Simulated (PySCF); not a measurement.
Structure problem from calculated spectra and properties.

Elements present: C, H, N and O. Monoisotopic mass: 113.0477 u.

* NMR, other nuclei: isotropic shieldings of nuclei other than C and H, by class: 147 (1 N), -247 (1 O), -95 (1 O) ppm [GIAO PBE0/pcSseg-1]
* Polarisability: 75.6 au [CAM-B3LYP/def2-SVPD]
* Couplings: largest of the computed one-bond spin–spin couplings (means over like bonds): 13C–1H +172.5, 13C–1H +171.2, 13C–1H +168.8, 13C–1H +134.4 (×2), 15N–1H -96.7, 15N–1H -92.7, 13C–13C +74.4, 13C–13C +56.1 Hz [B3LYP/pcJ-1, spin–dipole term left out for some pairs]
* UV, first state: lowest singlet excitation: 3.94 eV (314 nm, f = 0.001) [TDDFT CAM-B3LYP/def2-SVPD]
* Valence photoelectron: vertical ionisation energy: 9.76 eV [ΔSCF CAM-B3LYP/def2-SVPD]
* UV, strongest line: among the 10 lowest singlet transitions: S5 at 5.92 eV (209 nm, f = 0.253) [TDDFT CAM-B3LYP/def2-SVPD]
* 1H NMR: chemical shifts (computed TMS as zero) by class: 7.91 (1 H), 7.13 (1 H), 6.52 (1 H), 6.20 (1 H), 4.43 (1 H), 3.19 (2 H) ppm [GIAO PBE0/pcSseg-1]
* Rotational structure: rotational constants A, B, C: 5.223, 1.130, 0.964 GHz [PBE0-D3(BJ)/def2-SVP]
* Triplet: lowest triplet excitation (Tamm–Dancoff): 3.50 eV [TDA CAM-B3LYP/def2-SVPD]
* 13C NMR: chemical shifts (computed TMS as zero) by class: 200.8 (1 C), 165.2 (1 C), 142.9 (1 C), 141.2 (1 C), 50.5 (1 C) ppm [GIAO PBE0/pcSseg-1]

Electronic properties: PySCF, gas phase, density fitting. Levels stand in brackets. The structure is a single PBE0-D3(BJ)/def2-SVP conformer in the gas phase; no vibrational or solvent corrections. Each NMR value is the plain mean over a class of atoms that symmetry, rotation or inversion makes alike.

Problem. Which formula fits the mass and the elements?

Solution. C5H7NO2 (calculated 113.0477). No other formula that holds each of these elements comes within 0.0003 u with a fitting electron parity and a possible valence count.

Problem. What is the compound? Reason from the data.

Solution. Numbering: `[CH2:1]=[CH:2][C:3](=[O:4])[CH2:5][C:6]([NH2:7])=[O:8]`. Its formula, C5H7NO2, gives 3 degrees of unsaturation: 0 rings and 3 π bonds in the structure found. 5 carbons fall into 5 classes; from least to most shielded: ketone carbonyl carbon [C3] (200.8 ppm), amide carbonyl carbon [C6] (165.2 ppm), terminal =CH2 carbon [C1] (142.9 ppm), alkene CH carbon [C2] (141.2 ppm), sp3 carbon next to a carbonyl [C5] (50.5 ppm). Hydrogen classes from least to most shielded: 1 H on an amide nitrogen, N7 (7.91 ppm), 1 H on a terminal =CH2 carbon, C1 (7.13 ppm), 1 H on an alkene CH carbon, C2 (6.52 ppm), 1 H on a terminal =CH2 carbon, C1 (6.20 ppm), 1 H on an amide nitrogen, N7 (4.43 ppm), 2 H on an sp3 carbon next to a carbonyl, C5 (3.19 ppm). The other shieldings belong to: 147 ppm, amide nitrogen [N7]; -247 ppm, ketone oxygen [O4]; -95 ppm, amide oxygen [O8]. The couplings run between: +172.5 Hz, terminal =CH2 carbon [C1] and its hydrogen; +171.2 Hz, terminal =CH2 carbon [C1] and its hydrogen; +168.8 Hz, alkene CH carbon [C2] and its hydrogen; +134.4 Hz, sp3 carbon next to a carbonyl [C5] and its hydrogen (with 1 like pair); -96.7 Hz, amide nitrogen [N7] and its hydrogen; -92.7 Hz, amide nitrogen [N7] and its hydrogen; +74.4 Hz, terminal =CH2 carbon [C1] and alkene CH carbon [C2]; +56.1 Hz, alkene CH carbon [C2] and ketone carbonyl carbon [C3]. S1 is mainly HOMO−2→LUMO (weight 0.73); the largest Löwdin shares of the orbital it empties are 0.53 on the ketone oxygen, 0.09 on the ketone carbonyl carbon, 0.09 on the sp3 carbon next to a carbonyl and 0.08 on the alkene CH carbon, of the orbital it fills 0.25 on the terminal =CH2 carbon, 0.23 on the ketone carbonyl carbon, 0.18 on the ketone oxygen and 0.17 on the alkene CH carbon. The first electron is taken from the HOMO, whose largest Löwdin shares are 0.62 on the amide oxygen, 0.10 on the amide carbonyl carbon, 0.09 on the sp3 carbon next to a carbonyl and 0.07 on the amide nitrogen. The optimised geometry has point group C1 and is an asymmetric top. Structure: `C=CC(=O)CC(N)=O`. Computed isomers that give other values at the same levels: `COCc1cnoc1` (lowest singlet excitation: 6.33 eV (196 nm, f = 0.083)). The assignments are read from this structure; whether some other isomer fits the data as well wasn't checked.

Shape of the structure used: `[CH2:1]=[CH:2][C:3](=[O:4])[CH2:5][C:6]([NH2:7])=[O:8]`: C1–C2–C3–O4 1°, C2–C3–C5–C6 -145°, C3–C5–C6–N7 -37°, H–N7–C6–C5 14°, H–N7–C6–C5 176°.
